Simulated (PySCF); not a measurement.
C₄H₆O₂Si, SMILES c1cc(c(o1)[SiH3])O. Heavy atoms are numbered as in [OH:1][c:2]1[cH:3][cH:4][o:5][c:6]1[SiH3:7]. Hydrogens are named by the atom that carries them.

Coordinates come from a r2SCAN-D4/def2-SVP optimisation. The structure was generated by enumeration, and PubChem lists no compound with its InChIKey, so it may never have been made. Other conformers were not sampled.

Level of theory: PBE0/pcSseg-1 (PySCF).

GIAO shieldings, no solvent; atoms alike by connectivity are averaged. δ = σ(ref) − σ: ¹⁷O against H2O (σ = 334.2 ppm); ¹³C against TMS (σ = 186.3 ppm); ²⁹Si against TMS (σ = 352.7 ppm); ¹H against TMS (σ = 31.56 ppm), references at their B3LYP-D3(BJ)/def2-TZVP geometries, non-relativistic.

```
atoms       nucleus  count  δ (ppm)
----------  -------  -----  -------
O5              ¹⁷O      1      ___
O1 (OH)         ¹⁷O      1      ___
C2              ¹³C      1    167.3
C4 (CH)         ¹³C      1    155.5
C6              ¹³C      1    135.5
C3 (CH)         ¹³C      1      ___
Si7 (SiH3)     ²⁹Si      1    -90.4
H on C4          ¹H      1      ___
H on C3          ¹H      1      ___
H on Si7         ¹H      3     4.75
H on O1          ¹H      1     3.83
```

Problem. Fill in the missing entries. (The exact figures need the calculation; the answer reports its results.)

Solution. 
- O1 (OH), δ (ppm): 91.4
- O5, δ (ppm): 300.9
- H on C3, δ (ppm): 6.34
- C3 (CH), δ (ppm): 109.0
- H on C4, δ (ppm): 7.76
